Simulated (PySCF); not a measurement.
Al(Me)(NCO)(OH) (C₂H₄AlNO₂), SMILES C(=[N][Al]([OH])[CH3])=O. Geometry optimised at PBE-D3(BJ)/def2-SVP. The structure was generated by enumeration; whether it is a known compound was not checked. Other conformers were not sampled.

Q: Give the equilibrium geometry at PBE-D3(BJ)/def2-SVP (PySCF confirms it by a frequency run) as a Z-matrix, and its point group. (Estimate from the structure and the level; the computed values follow.)

A: This is not unique; one that fits is point group Cs.
```
Al
O 1 1.7149
H 2 0.9700 1 123.13
N 1 1.7970 2 118.35 3 0.00
C 4 1.2126 2 151.35 3 0.00
O 5 1.1840 2 159.35 3 0.00
C 1 1.9407 2 119.79 3 180.00
H 7 1.1080 1 111.41 2 0.00
H 7 1.1099 8 108.21 1 122.35
H 7 1.1099 8 108.21 9 115.30
```
Charge 0, spin multiplicity 1.
